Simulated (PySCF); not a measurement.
Ga(H)2(NMe2) (C2H8GaN), SMILES C[N](C)[GaH2].

Coordinates come from a ωB97X-D3(BJ)/def2-SVP optimisation. The structure was generated by enumeration; whether it is a known compound was not checked.

Computed with TDDFT-PBE/def2-SVPD (PySCF).

Vertical excitations. The molecule is in vacuum. State labels are in the subgroup C2v.

```json
[
 {"state": "S1", "symmetry": "A1", "energy (eV)": "4.38", "λ (nm)": "283", "f": "0.158", "main pairs": "HOMO→LUMO 98 %"},
 {"state": "S2", "symmetry": "B1", "energy (eV)": "5.09", "λ (nm)": "244", "f": "0.000", "main pairs": "HOMO→LUMO+1 100 %"},
 {"state": "S3", "symmetry": "B1", "energy (eV)": "5.53", "λ (nm)": "224", "f": "0.012", "main pairs": "HOMO→LUMO+2 98 %"},
 {"state": "S4", "symmetry": "A2", "energy (eV)": "5.71", "λ (nm)": "217", "f": "0.000", "main pairs": "HOMO−1→LUMO 100 %"},
 {"state": "S5", "symmetry": "B1", "energy (eV)": "5.85", "λ (nm)": "212", "f": "0.007", "main pairs": "HOMO→LUMO+3 99 %"},
 {"state": "S6", "symmetry": "B1", "energy (eV)": "6.16", "λ (nm)": "201", "f": "0.007", "main pairs": "HOMO−2→LUMO 98 %"},
 {"state": "S7", "symmetry": "A2", "energy (eV)": "6.21", "λ (nm)": "200", "f": "0.000", "main pairs": "HOMO→LUMO+4 100 %"},
 {"state": "S8", "symmetry": "B1", "energy (eV)": "6.25", "λ (nm)": "198", "f": "0.070", "main pairs": "HOMO→LUMO+5 99 %"},
 {"state": "S9", "symmetry": "B2", "energy (eV)": "6.98", "λ (nm)": "178", "f": "0.008", "main pairs": "HOMO→LUMO+6 97 %"},
 {"state": "S10", "symmetry": "B2", "energy (eV)": "7.02", "λ (nm)": "177", "f": "0.055", "main pairs": "HOMO−1→LUMO+1 97 %"},
 {"state": "T1", "symmetry": "A1", "energy (eV)": "3.23", "λ (nm)": "383", "f": "0", "main pairs": "HOMO→LUMO 100 %"},
 {"state": "T2", "symmetry": "B1", "energy (eV)": "5.00", "λ (nm)": "248", "f": "0", "main pairs": "HOMO→LUMO+1 94 %"},
 {"state": "T3", "symmetry": "B1", "energy (eV)": "5.17", "λ (nm)": "240", "f": "0", "main pairs": "HOMO→LUMO+2 92 %"},
 {"state": "T4", "symmetry": "A2", "energy (eV)": "5.28", "λ (nm)": "235", "f": "0", "main pairs": "HOMO−1→LUMO 100 %"}
]
```
Triplets are in the Tamm–Dancoff approximation, which puts them higher than full response would, so one can lie above its singlet here.
